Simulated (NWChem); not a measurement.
# CClF, singlet; SMILES F[C]Cl

```xyz
3

F     -0.2606     1.4638     0.0000
C      0.6902     0.5780     0.0000
Cl    -0.1281    -1.0130     0.0000
```
Atoms are numbered in this order, from 1.

Results from NWChem. Pople sets run with spherical d functions. Low-valent species are run as closed-shell singlets; no triplet was tried in these runs. The geometry was optimised at B3LYP/6-31G* (spherical d). Static field.

| level | basis functions | isotropic polarisability (bohr³) | anisotropy (bohr³) |
|---|---|---|---|
| PBE0/6-31G* | 46 | 20.8 | 20.7 |
| PBE0/6-31+G* | 58 | 25.9 | ? |
| PBE0/def2-SVP | 46 | 20.3 | 18.4 |
| PBE0/def2-SVPD | 70 | 30.0 | 16.8 |
| PBE0/def2-TZVP | 99 | 25.9 | 19.0 |
| PBE0/aug-cc-pVDZ | 73 | 29.7 | 17.5 |
| PBE0/Sadlej pVTZ | 80 | 30.6 | 17.2 |
| PBE0/def2-TZVPD | 123 | 30.6 | 17.2 |
| PBE0/aug-cc-pVTZ | 142 | 30.5 | 17.3 |

Q: What belongs in the gaps?

A: 
- PBE0/6-31+G*, anisotropy (bohr³): 20.2
